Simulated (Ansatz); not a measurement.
Basis sets compared for `SC#Cc1ccc(C#Cc2ccc(C#Cc3ccc(S)cc3)cc2)cc1`. Charge 0, multiplicity 1. Geometry r2SCAN-D4/def2-SVP. Ansatz on 2 threads of AMD EPYC 7R13 on a shared host and a share (18 GiB) of an NVIDIA H100 80GB HBM3; times are rough, and most runs start from earlier orbitals.

Cartesian coordinates in Å:
```
S -8.1828 7.7282 -4.1262
C -6.9722 6.7446 -3.4991
C -6.1465 5.9346 -3.0921
C -5.1867 5.0106 -2.6076
C -4.0099 5.4588 -1.9624
C -3.0729 4.5522 -1.4876
C -3.2695 3.1587 -1.6368
C -2.3115 2.2338 -1.1531
C -1.4827 1.4328 -0.7344
C -0.5249 0.5073 -0.2519
C -0.7048 -0.8850 -0.4372
C 0.2335 -1.7915 0.0341
C 1.3934 -1.3472 0.7141
C 2.3525 -2.2729 1.1940
C 3.1838 -3.0740 1.6073
C 4.1461 -3.9997 2.0831
C 3.9960 -5.3867 1.8551
C 4.9400 -6.2959 2.3195
C 6.0686 -5.8493 3.0301
S 7.3118 -6.9373 3.6524
C 6.2285 -4.4705 3.2648
C 5.2848 -3.5631 2.7999
C 1.5713 0.0448 0.9026
C 0.6335 0.9513 0.4304
C -4.4466 2.7128 -2.2836
C -5.3856 3.6177 -2.7575
H -7.6625 8.9195 -3.7344
H -3.8447 6.5322 -1.8410
H -2.1672 4.9099 -0.9913
H -1.5962 -1.2395 -0.9612
H 0.0854 -2.8639 -0.1169
H 3.1226 -5.7442 1.3034
H 4.7983 -7.3636 2.1272
H 6.7541 -8.0830 3.2041
H 7.1018 -4.1098 3.8166
H 5.4183 -2.4945 2.9871
H 2.4628 0.3993 1.4265
H 0.7818 2.0239 0.5810
H -4.6104 1.6392 -2.4058
H -6.2913 3.2596 -3.2533
```

Single mean-field runs in def2-SVP, def2-TZVP are fitted with def2-universal-jkfit.

Binding counts from free atoms (S triplet, C triplet, H doublet) in the same basis, without a counterpoise term.

```csv
level,functions,energy (Eh),HOMO (eV),LUMO (eV),binding per atom (eV),wall time
PBE-D4/def2-SVP,442,-1716.8512,-4.83,-2.70,5.61,5.5 s
PBE0-D4/def2-SVP,442,-1716.9742,-5.69,-2.14,5.47,12 s
```

Task: Estimate the rows for PBE-D4/def2-TZVP, PBE0-D4/def2-TZVP.

Result: 
```json
{"level": "PBE-D4/def2-TZVP", "functions": "902", "energy (Eh)": "-1718.0982", "HOMO (eV)": "-4.92", "LUMO (eV)": "-2.80", "binding per atom (eV)": "5.53", "wall time": "8.6 s"}
{"level": "PBE0-D4/def2-TZVP", "functions": "902", "energy (Eh)": "-1718.2105", "HOMO (eV)": "-5.71", "LUMO (eV)": "-2.20", "binding per atom (eV)": "5.39", "wall time": "14 s"}
```
